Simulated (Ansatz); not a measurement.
Reactions of `Cl[SiH]1[SiH2][SiH2]1`.

Calculated with Ansatz (gas phase, PBE0-D4/def2-TZVP geometries, no zero-point term in ΔE). CCSD(T)/CBS is the MP2 limit (def2-TZVPP, def2-QZVPP) plus CCSD(T) − MP2 in def2-TZVPP, frozen cores. This one scheme is used for every species, atoms too. Functionals use def2-TZVPP. B3LYP here is the variant with VWN-RPA as its local correlation; programs differ in this. Open shells (•) are unrestricted, without spin–orbit coupling. Spin–orbit coupling would lower the free atoms: a little for Cl, Si. One conformer a species, not always the lowest.

```
                                                       reaction  PBE-D4 (kJ/mol)  B3LYP-D4 (kJ/mol)  CCSD(T)/CBS(def2) (kJ/mol)
   `Cl[SiH]1[SiH2][SiH2]1` + CH₄ → `C[SiH]1[SiH2][SiH2]1` + HCl               91                 96                          92
`Cl[SiH]1[SiH2][SiH2]1` + CH₃OH → `OC[SiH]1[SiH2][SiH2]1` + HCl               98                104                         101
                   `Cl[SiH]1[SiH2][SiH2]1` → Cl• + 5 H• + 3 Si•             2562               2544                        2566
   `Cl[SiH]1[SiH2][SiH2]1` + H–F → `F[SiH]1[SiH2][SiH2]1` + HCl              -18                -26                         -21
    `Cl[SiH]1[SiH2][SiH2]1` + H₂ → `[SiH2]1[SiH2][SiH2]1` + HCl               65                 64                          63
   `Cl[SiH]1[SiH2][SiH2]1` + H₂O → `O[SiH]1[SiH2][SiH2]1` + HCl               20                 14                          18
```

Largest T1 diagnostic: 0.015, for `[SiH2]1[SiH2][SiH2]1`.
